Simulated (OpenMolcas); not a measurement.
# 2s² 2p² along the 6-electron sequence

```json
{
  "Program": "OpenMolcas",
  "Method": "SS-RASPT2, IPEA 0.25 Eh, imaginary shift 0.1 Eh",
  "Basis": "ANO-RCC-VTZP",
  "Scalar Hamiltonian": "DKH2, point nucleus",
  "Spin-orbit coupling": "state interaction with AMFI integrals over the reference wave functions, term energies averaged over their components"
}
```

Active space for each ion: 4 electrons in 9 orbitals (RAS2 2s 2p; RAS3 3d, at most 2 electrons); closed shells correlated by CASPT2: 1s.

Computed levels in cm-1 above ³P₀:

```csv
Level,C,N+,O2+,F3+,Ne4+
³P₁,15.1,43.6,105,223,399
³P₂,45.0,130,311,652,1150
¹D₂,10690,15910,20980,26050,30940
¹S₀,22250,33440,44340,54980,64800
weight of ³P in the lowest level (%),100,100,100,100,100
```

Measured, with the error of the calculation in %. Measured levels: C, N+ from NIST Handbook of Basic Atomic Spectroscopic Data; O2+ from Moore, Selected Tables of Atomic Spectra, NSRDS-NBS 3, section 11; F3+ from Moore, Atomic Energy Levels, vol. I, NSRDS-NBS 35 (1971 reprint of NBS Circular 467, 1949); Ne4+ from NIST levels in Podobedova, Fuhr, Reader and Wiese, J. Phys. Chem. Ref. Data 33, 525 (2004).

```json
{"Level": "³P₁", "C": "16.4 (-8.2)", "N+": "48.7 (-10.4)", "O2+": "113 (-6.9)", "F3+": "225 (-0.9)", "Ne4+": "412 (-3.3)"}
{"Level": "³P₂", "C": "43.4 (+3.6)", "N+": "131 (-0.9)", "O2+": "", "F3+": "613 (+6.3)", "Ne4+": "1110 (+3.6)"}
{"Level": "¹D₂", "C": "10193 (+4.8)", "N+": "15316 (+3.8)", "O2+": "20273 (+3.5)", "F3+": "25241 (+3.2)", "Ne4+": "30292 (+2.2)"}
{"Level": "¹S₀", "C": "21648 (+2.8)", "N+": "32689 (+2.3)", "O2+": "43186 (+2.7)", "F3+": "53544 (+2.7)", "Ne4+": "63914 (+1.4)"}
```

The fine-structure level ³P₂ changes by a factor of 25.6 from C to Ne4+. Its fourth root runs 2.59, 3.38, 4.20, 5.05, 5.82, with steps per unit of Z of 0.79, 0.82, 0.85, 0.77; equal steps would mean a (Z - σ)^4 law with constant σ.

¹D₂ changes by a factor of 2.89 over the same range, with steps per unit of Z of +5220, +5070, +5070, +4890 cm-1.

Term energies are means over components that CASPT2 splits; among the terms shown or strongly mixed into the levels shown the widest spread is 30 cm-1 (2s² 2p² ¹D, C). Active for correlation alone: 3d; no level in the range computed is led by a configuration that fills it, so any true level of that kind is missing. Measured partners are found by configuration, term and J. A level has none where our copy of the source lacks it or the pairing is in doubt (some pairs that miss far off the trend of their configuration count as doubtful), and it then counts in no deviation. Levels of configurations outside the active space are missing.
